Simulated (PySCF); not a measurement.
Method: PBE-D3(BJ)/def2-TZVP // B3LYP-D3(BJ)/def2-TZVP (PySCF). All species are isolated molecules in the gas phase. One relaxed conformer stands for a flexible species; it need not be the lowest. Excitations are Tamm–Dancoff values on a coarser integration grid. The basis has no diffuse functions, so Rydberg states are missing or too high.

Reference species (SMILES): `B1BO1` (neutral, multiplicity 1).

| Item | Result |
|---|---|
| LUMO | -2.67 eV |
| HOMO–LUMO gap | 3.56 eV |
| S1 excitation (TDA) | 4.02 eV |
| S1 oscillator strength | 0.015 |

Changed species: `B(=O)B` (H–B–B–O torsion 29°).

### Question
Predict the effect on the LUMO, HOMO–LUMO gap, S1 excitation (TDA) and S1 oscillator strength.

### Answer
the LUMO drops by 1.79 eV, to -4.46 eV; the HOMO–LUMO gap rises by 0.50 eV, to 4.06 eV; the S1 excitation (TDA) goes up by 0.12 eV, to 4.14 eV; the S1 oscillator strength decreases by 0.015, to 0.000.
